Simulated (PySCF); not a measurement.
## Telling isomers of C₆H₈ClFO apart by NMR

- coordinates at the GFN2-xTB level
- shieldings: GIAO PBE0/pcSseg-1
- code: PySCF
- isolated molecule, one conformer, non-relativistic Hamiltonian, rapidly exchanging positions averaged

Shifts are taken against calculated references (same method and geometry level): 1H and 13C against TMS. Splittings of carbon signals by F and P are missing where no couplings were computed. Where no couplings were computed, multiplicities follow the n + 1 count of equivalent neighbours, and m marks all less simple cases (inequivalent or close neighbours, rings, F or P nearby). Shifts are as computed. Against solution values, carbons near 30 ppm lie about +3 ppm off and those near 130 ppm about +5 ppm; carbons on Cl a further +6 ppm. Of 1211 compounds with measured shifts, 218 miss one by over three times the rms of a fit or turn the order of signals round; such compounds aren't used in these exercises. Carbons bonded to Cl come out too deshielded.

(1) Tabulate the signals of `C=C[C@@H](C)[C@H](F)C(=O)Cl`, `C[C@@]1(C(=O)Cl)C[C@@]1(C)F`, `C[C@H]1[C@@H](C(=O)Cl)C[C@@H]1F` and their relative energies.

(2) What is the quickest way to tell C=C[C@@H](C)[C@H](F)C(=O)Cl from C[C@@]1(C(=O)Cl)C[C@@]1(C)F?

(3) What is the quickest way to tell C=C[C@@H](C)[C@H](F)C(=O)Cl from C[C@H]1[C@@H](C(=O)Cl)C[C@@H]1F?

(4) What is the quickest way to tell C[C@@]1(C(=O)Cl)C[C@@]1(C)F from C[C@H]1[C@@H](C(=O)Cl)C[C@@H]1F?

Results:

(1) 
| SMILES | carbon types | δC | δH | E rel. (kcal/mol) |
| --- | --- | --- | --- | --- |
| C=C[C@@H](C)[C@H](F)C(=O)Cl | 1×C 3×CH 1×CH2 1×CH3 | 184.8, 144.6, 126.5, 101.0, 49.8, 20.5 | 5.63 (m, 1H), 5.58 (m, 1H), 5.40 (m, 1H), 4.53 (m, 1H), 2.57 (m, 1H), 1.35 (d, 3H) | 8.6 |
| C[C@@]1(C(=O)Cl)C[C@@]1(C)F | 3×C 1×CH2 2×CH3 | 187.2, 91.3, 39.8, 32.3, 19.9, 16.9 | 1.78 (m, 3H), 1.76 (s, 3H), 1.47 (m, 1H), 1.28 (m, 1H) | 0.5 |
| C[C@H]1[C@@H](C(=O)Cl)C[C@@H]1F | 1×C 3×CH 1×CH2 1×CH3 | 188.0, 93.6, 47.6, 45.1, 32.0, 17.0 | 4.66 (m, 1H), 3.43 (m, 1H), 2.99 (m, 1H), 2.96 (m, 1H), 2.22 (m, 1H), 1.33 (d, 3H) | 0.0 |

Energies are electronic energies at PBE0/pcSseg-1 on these geometries, without zero-point or thermal terms, each for the one conformer computed, which needn't be the lowest.

(2) Both give the same number of carbon signals, but DEPT or the intensities differ. The first has an alkene CH at 144.6 ppm, the second a three-membered-ring carbon (C) at 91.3 ppm. Their most deshielded carbons lie at 184.8 and 187.2 ppm. In the proton spectra the most deshielded non-exchanging signals are 5.63 (m, 1H) and 1.78 (m, 3H).

(3) Both give the same number of carbon signals, with the same numbers of each carbon type, so the positions decide. The first has a terminal =CH2 carbon at 126.5 ppm, the second an sp3 CH2 in a ring at 32.0 ppm. Their most deshielded carbons lie at 184.8 and 188.0 ppm. In the proton spectra the most deshielded non-exchanging signals are 5.63 (m, 1H) and 4.66 (m, 1H).

(4) Both give the same number of carbon signals, but DEPT or the intensities differ. The first has a three-membered-ring carbon (C) at 91.3 ppm, the second an sp3 CH bonded to F at 93.6 ppm. Their most deshielded carbons lie at 187.2 and 188.0 ppm. In the proton spectra the most deshielded non-exchanging signals are 1.78 (m, 3H) and 4.66 (m, 1H).
